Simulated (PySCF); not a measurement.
## Bonding in `C=Cc1cc(C)nnn1`

C6H7N3.
Atom-mapped SMILES: `[CH2:1]=[CH:2][c:3]1[cH:4][c:5]([CH3:6])[n:7][n:8][n:9]1` (hydrogens: H10, H11 on C1; H12 on C2; H13 on C4; H14, H15, H16 on C6)

Geometry (GFN2-xTB, Å), atoms numbered from 1 in this order:
```
atom  x, y, z in Å
C1     3.2736    0.1274   -0.1622
C2     2.1013   -0.4313   -0.4380
C3     0.8350    0.1233    0.0162
C4    -0.3884   -0.4777   -0.2813
C5    -1.5224    0.1590    0.2153
C6    -2.9031   -0.3537   -0.0139
N7    -1.3961    1.2767    0.9310
N8    -0.2304    1.7786    1.1686
N9     0.8575    1.2504    0.7451
H10    3.3225    1.0311    0.4211
H11    4.2003   -0.2975   -0.5072
H12    2.0288   -1.3394   -1.0226
H13   -0.4519   -1.3849   -0.8646
H14   -3.1106   -0.4063   -1.0817
H15   -3.6194    0.3092    0.4625
H16   -3.0043   -1.3559    0.4002
```

Bond orders from the PBE0/pcSseg-1 density (PySCF). One conformer (not necessarily the lowest) at the GFN2-xTB geometry, without solvent, vibrations or thermal averaging.

Question: Where do the orders between heavy atoms depart from those drawn in the SMILES?

Answer: The largest departure is 0.212, at C3–C4 (drawn aromatic, 1.288), counting aromatic bonds as 1.5. The bonds drawn aromatic range from 1.29 to 1.42.

Question: Set the Mayer orders of the bonds beside their lengths.

Answer: 
```csv
bond,drawn as,length (Å),Mayer order
C1–C2,double,1.328,1.932
C2–C3,single,1.455,1.065
C3–C4,aromatic,1.395,1.288
C4–C5,aromatic,1.392,1.301
C5–C6,single,1.491,1.069
C5–N7,aromatic,1.333,1.410
N7–N8,aromatic,1.291,1.352
N8–N9,aromatic,1.281,1.415
N9–C3,aromatic,1.342,1.357
C1–H10,single,1.077,0.930
C1–H11,single,1.076,0.946
C2–H12,single,1.082,0.970
C4–H13,single,1.080,0.979
C6–H14,single,1.089,0.946
C6–H15,single,1.086,0.947
C6–H16,single,1.089,0.946
```

Bonds between the same two heavy elements. C–C: lowest C2–C3 (1.065, 1.455 Å), highest C1–C2 (1.932, 1.328 Å). C–N: lowest N9–C3 (1.357, 1.342 Å), highest C5–N7 (1.410, 1.333 Å). N–N: lowest N7–N8 (1.352, 1.291 Å), highest N8–N9 (1.415, 1.281 Å).

Question: Sum the orders of all bonds at each heavy atom with more than one neighbour and set the sums beside the valence in the SMILES.

Answer: C1 3.808 (drawn 4), C2 3.967 (drawn 4), C3 3.710 (drawn 4), C4 3.568 (drawn 4), C5 3.780 (drawn 4), C6 3.908 (drawn 4), N7 2.762 (drawn 3), N8 2.767 (drawn 3), N9 2.772 (drawn 3). Orders between atoms that aren't bonded are not in these sums.

Mayer orders depend on the basis set.
